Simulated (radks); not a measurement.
Q: Excited configurations of In25+: one electron is placed in a higher orbital outside [Ar] 3d5. The ground configuration is [Ar] 3d6. Calculated with a radial shooting solver on a logarithmic mesh with Libxc functionals: scalar-relativistic Kohn-Sham, r2SCAN, spin-polarised, spherical densities, finite nucleus; open shells are filled with parallel spins first (spin-orbit coupling, left out, can overturn this in heavy ions); meta-GGA in the generalised Kohn-Sham scheme; Fermi nuclear charge, rms radius 4.6156 fm. Excitation = E - E(ground); binding = E(ion) - E, where the ion is the core of charge +26; n* = 26/sqrt(2 binding) in atomic units. These energies are relativistic, and a one-electron ion of charge +26 with no core already has n* below n in this formula (scalar-relativistic equation, point nucleus: 4d 3.996, 4f 3.998, 5s 4.985, 5d 4.995, 5f 4.998, 6p 5.990, 7p 6.990, 7d 6.995, 7f 6.997). The quantum defect is therefore taken as that value minus n*, so that it holds no relativistic shift of the bare ion.

| outer orbital | excitation (eV) | binding (eV) | n* | quantum defect | eigenvalue (eV) | <r> (bohr) |
|---|---|---|---|---|---|---|
| 4d | 647.88 | 676.74 | 3.687 | 0.310 | -662.39 | 0.6749 |
| 4f | 719.32 | 605.29 | 3.898 | 0.100 | -588.85 | 0.6297 |
| 5s | 845.62 | 478.99 | 4.382 | 0.603 | -471.50 | 1.116 |
| 5d | 907.17 | 417.45 | 4.694 | 0.302 | -409.69 | 1.160 |
| 5f | 938.43 | 386.19 | 4.880 | 0.117 | -377.81 | 1.136 |
| 6p | 1021.4 | 303.17 | 5.508 | 0.482 | -298.49 | 1.720 |
| 7p | 1107.5 | 217.11 | 6.509 | 0.481 | -213.85 | 2.413 |
| 7d | 1119.4 | 205.17 | 6.695 | 0.299 | -201.78 | 2.475 |

Estimate the row for 7f.

A: excitation (eV) 1129.7; binding (eV) 194.91; n* 6.869; quantum defect 0.127; eigenvalue (eV) -191.42; <r> (bohr) 2.489. The Delta-SCF ionisation energy is 1324.6 eV (NIST Atomic Spectra Database: 1328 eV, theoretical). Self-interaction in the functional shifts the binding energies and quantum defects, so they are the method's values and not measured ones. Open shells are spherical and high-spin; term and fine-structure splittings are not resolved. Spin-orbit splitting is averaged out at the scalar-relativistic level.
